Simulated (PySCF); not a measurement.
Parent: `[SiH3:1]/[CH:2]=[C:3](/[SiH3:4])[Cl:5]`, C2H7ClSi2.

Level of theory: PySCF 2.14.0, PBE0-D3(BJ)/def2-SVP geometry optimisation, gas phase. One conformer each, not checked by frequencies here.

```tsv
coordinate of the parent	value
Si1–C2	1.881 Å
C2=C3	1.341 Å
C3–Si4	1.884 Å
C3–Cl5	1.754 Å
Si1–C2–C3	124.8°
C2–C3–Si4	126.8°
C2–C3–Cl5	119.9°
Si4–C3–Cl5	113.3°
```

Q: How does the shared frame change in `[O:1]=[CH:2][NH:3]/[C:4]([SiH3:5])=[CH:6]/[SiH3:7]` with O1–C2–N3–C4 0°, C2–N3–C4–Si5 -3°, C3H9NOSi2? Atoms pair as Si1 = Si7, C2 = C6, C3 = C4, Si4 = Si5 (parent first).

A: 
```
   parent   relative  value in the relative  change
   Si1–C2     Si7–C6                1.874 Å  -0.007
    C2=C3      C6=C4                1.352 Å  +0.011
   C3–Si4     C4–Si5                1.909 Å  +0.025
Si1–C2–C3  Si7–C6–C4                 128.9°    +4.1
C2–C3–Si4  C6–C4–Si5                 122.0°    -4.8
```

Of the parent's bonds, C3–Si4 changes most (+0.025 Å). Bonds of the relative outside the shared frame: O1=C2 1.211, C2–N3 1.358, N3–C4 1.398 Å.
